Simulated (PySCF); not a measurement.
Bond curve of GaS

Set-up: basis Ga cc-pVTZ-PP with ECP10, S cc-pV(T+d)Z; scalar-relativistic core potentials; PySCF 2.14. Energies in eV from Ga + S in their ground configurations at the same level. State: ²Σ⁺ (doublet), unpaired electrons σ ↑.

All columns are PBE0. A positive dipole means Ga(−)S(+).

```json
{"R (Å)": "1.788", "E (eV)": "-2.519", "μ (D)": "-2.51", "Mulliken charge on Ga (basis-dependent)": "0.18", "HOMO (eV)": "-7.25", "LUMO (eV)": "-4.02", "Mayer bond order": "2.35", "⟨S²⟩": "0.76"}
{"R (Å)": "1.871", "E (eV)": "-3.169", "μ (D)": "-2.78", "Mulliken charge on Ga (basis-dependent)": "0.23", "HOMO (eV)": "-7.37", "LUMO (eV)": "-4.19", "Mayer bond order": "2.25", "⟨S²⟩": "0.76"}
{"R (Å)": "1.954", "E (eV)": "-3.513", "μ (D)": "-3.04", "Mulliken charge on Ga (basis-dependent)": "0.28", "HOMO (eV)": "-7.40", "LUMO (eV)": "-4.34", "Mayer bond order": "2.14", "⟨S²⟩": "0.76"}
{"R (Å)": "2.017", "E (eV)": "-3.628", "μ (D)": "-3.22", "Mulliken charge on Ga (basis-dependent)": "0.31", "HOMO (eV)": "-7.26", "LUMO (eV)": "-4.42", "Mayer bond order": "2.05", "⟨S²⟩": "0.76"}
{"R (Å)": "2.079", "E (eV)": "-3.655", "μ (D)": "-3.40", "Mulliken charge on Ga (basis-dependent)": "0.34", "HOMO (eV)": "-7.14", "LUMO (eV)": "-4.49", "Mayer bond order": "1.96", "⟨S²⟩": "0.76"}
{"R (Å)": "2.141", "E (eV)": "-3.620", "μ (D)": "-3.57", "Mulliken charge on Ga (basis-dependent)": "0.36", "HOMO (eV)": "-7.02", "LUMO (eV)": "-4.54", "Mayer bond order": "1.86", "⟨S²⟩": "0.76"}
{"R (Å)": "2.224", "E (eV)": "-3.506", "μ (D)": "-3.81", "Mulliken charge on Ga (basis-dependent)": "0.38", "HOMO (eV)": "-6.86", "LUMO (eV)": "-4.57", "Mayer bond order": "1.73", "⟨S²⟩": "0.76"}
{"R (Å)": "2.329", "E (eV)": "-3.299", "μ (D)": "-4.12", "Mulliken charge on Ga (basis-dependent)": "0.40", "HOMO (eV)": "-6.68", "LUMO (eV)": "-4.56", "Mayer bond order": "1.56", "⟨S²⟩": "0.76"}
{"R (Å)": "2.453", "E (eV)": "-3.010", "μ (D)": "-4.55", "Mulliken charge on Ga (basis-dependent)": "0.42", "HOMO (eV)": "-6.46", "LUMO (eV)": "-4.49", "Mayer bond order": "1.38", "⟨S²⟩": "0.76"}
{"R (Å)": "2.619", "E (eV)": "-2.610", "μ (D)": "-5.23", "Mulliken charge on Ga (basis-dependent)": "0.45", "HOMO (eV)": "-6.18", "LUMO (eV)": "-4.33", "Mayer bond order": "1.20", "⟨S²⟩": "0.76"}
```

A fit through these points gives, at Re = 2.072 Å, μ = -3.38 D and dμ/dR = -2.78 D/Å; the reduced mass is 21.84 u.

Question: How strong is the fundamental in the double-harmonic approximation, I = 42.26·(dμ/dR)²/μred km/mol?

Answer: I = 42.26·(-2.78)²/21.84 = 15.0 km/mol at PBE0.

Spin–orbit coupling is left out. The state was picked by a PBE0 search and need not be the measured ground state.
